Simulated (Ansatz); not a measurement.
H3NSi (SMILES N[SiH]) moved off its minimum; all values from Ansatz (a quantum-chemistry and plane-wave program), cores frozen in correlated methods.
(charge 0, multiplicity 1)
```xyz
5

Si    -0.1333     0.5118     0.4997
H     -0.6096     1.4048    -0.4695
N      0.3621    -0.6746    -0.7981
H      0.4404    -0.5291    -1.6397
H      0.7153    -1.7670    -0.2653
```

Forces at B3LYP/def2-TZVPP (eV/Å):

```csv
atom,Fx,Fy,Fz
Si1,1.170,-2.998,-0.247
H2,-0.694,1.791,-1.580
N3,-0.376,-4.492,16.059
H4,1.121,1.147,-11.158
H5,-1.221,4.552,-3.074
```

### Question
Give the forces (eV/Å), the total energy and the dipole at CCSD(T)/aug-cc-pV(T+d)Z.

### Answer

```tsv
atom	Fx	Fy	Fz
Si1	1.164	-2.988	-0.251
H2	-0.686	1.778	-1.560
N3	-0.405	-4.495	16.143
H4	1.134	1.194	-11.318
H5	-1.208	4.510	-3.014
```
Energy -345.4458 hartree, dipole 1.19 D.

Doubts at one or more of the structures used: a restricted determinant that unrestricted orbitals would lower (CCSD(T)/aug-cc-pV(T+d)Z).
